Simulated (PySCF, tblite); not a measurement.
Isomers of C4H6F3O2P, one GFN2-xTB conformer each. Single-point energies are computed at PBE0/pcSseg-1 (PySCF, gas phase, no added dispersion term), electronic only.

```csv
SMILES,GFN2-xTB relative energy (kJ/mol)
CC(=O)[P@](C)(=O)C(F)(F)F,80.5
CC[P@](=O)(O)C(F)=C(F)F,41.7
O=[P@@](O)(C1CC1)C(F)(F)F,0.0
```

Conformers: `[CH3:1][C:2](=[O:3])[P@:4]([CH3:5])(=[O:6])[C:7]([F:8])([F:9])[F:10]` with C1–C2–P4–C5 166°; `[CH3:1][CH2:2][P@:3](=[O:4])([OH:5])[C:6]([F:7])=[C:8]([F:9])[F:10]` with C1–C2–P3–O4 51°, C2–P3–O5–H 147°, C2–P3–C6–F7 127°; `[O:1]=[P@@:2]([OH:3])([CH:4]1[CH2:5][CH2:6]1)[C:7]([F:8])([F:9])[F:10]` with O1–P2–O3–H -9°, O1–P2–C4–C5 -161°.

Task: What does PBE0/pcSseg-1 give for the same structures?

Result: 
```csv
SMILES,PBE0/pcSseg-1 E (Eh),PBE0/pcSseg-1 (kJ/mol),GFN2-xTB (kJ/mol),point group
O=[P@@](O)(C1CC1)C(F)(F)F,-946.57107,0.0,0.0,C1
CC(=O)[P@](C)(=O)C(F)(F)F,-946.56152,25.1,80.5,C1
CC[P@](=O)(O)C(F)=C(F)F,-946.54681,63.7,41.7,C1
```

Both levels put the same isomer lowest; measured from each level's own lowest isomer, the values differ by up to 55.4 kJ/mol (CC(=O)[P@](C)(=O)C(F)(F)F: 80.5 against 25.1). As drawn, the lowest has a three-membered ring, which the highest lacks; the highest has a C=C bond outside aromatic rings, which the lowest lacks.

Task: Which frontier levels, dipoles and rotational constants go with these structures?

Result: 
| SMILES | HOMO (eV, PBE0/pcSseg-1) | LUMO (eV) | dipole (D) | A, B, C (MHz) |
| --- | --- | --- | --- | --- |
| O=[P@@](O)(C1CC1)C(F)(F)F | -8.46 | 0.45 | 3.57 | 1733, 962.3, 830.7 |
| CC(=O)[P@](C)(=O)C(F)(F)F | -7.63 | -2.02 | 1.56 | 1479, 963.3, 900.5 |
| CC[P@](=O)(O)C(F)=C(F)F | -7.79 | -0.33 | 2.51 | 1749, 806.4, 657.8 |

Task: What happens when harmonic zero-point energies from GFN2-xTB frequencies are added?

Result: 
```tsv
SMILES	ZPE (kJ/mol)	electronic (kJ/mol)	with ZPE (kJ/mol)
O=[P@@](O)(C1CC1)C(F)(F)F	269.0	0.0	0.0
CC(=O)[P@](C)(=O)C(F)(F)F	261.2	25.1	17.3
CC[P@](=O)(O)C(F)=C(F)F	266.9	63.7	61.6
```

The zero-point energies span 7.8 kJ/mol. The order is unchanged.
